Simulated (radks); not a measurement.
Isoelectronic series with 18 electrons, all held in the configuration [Ar], which need not be the ground one along the series. All-electron calculation, Dirac Kohn-Sham, PBE, spin-unpolarised, spherical densities, finite nucleus; Fermi nuclear charge, rms radius of each element as measured or else 0.836 A^(1/3) + 0.57 fm. Program: a radial shooting solver on a logarithmic mesh with Libxc functionals. Total energies (hartree) and orbital eigenvalues (eV):

ion    E (hartree)      3p3/2      3p1/2
Ar      -529.23139   -10.2108   -10.3864
Ca2+    -679.66232   -42.9261   -43.3156
Ti4+    -850.22146   -89.1597   -89.8937
Cr6+   -1040.95095  -148.1933  -149.4438
Fe8+   -1251.93646  -219.7543  -221.7410
Ni10+  -1483.28950  -303.7148  -306.7109
Zn12+  -1735.14029  -400.0112  -404.3503
Ge14+  -2007.63686  -508.6138  -514.6965
Se16+  -2300.94380  -629.5126  -637.8137
Kr18+  -2615.24100  -762.7109  -773.7869
Sr20+  -2950.72484  -908.2210  -922.7180
Zr22+  -3307.60810  -1066.062  -1084.724
Mo24+  -3686.11896  -1236.260  -1259.937
Ru26+  -4086.50907  -1418.843  -1448.502
Pd28+  -4509.04543  -1613.845  -1650.580
Cd30+  -4954.01380  -1821.304  -1866.344
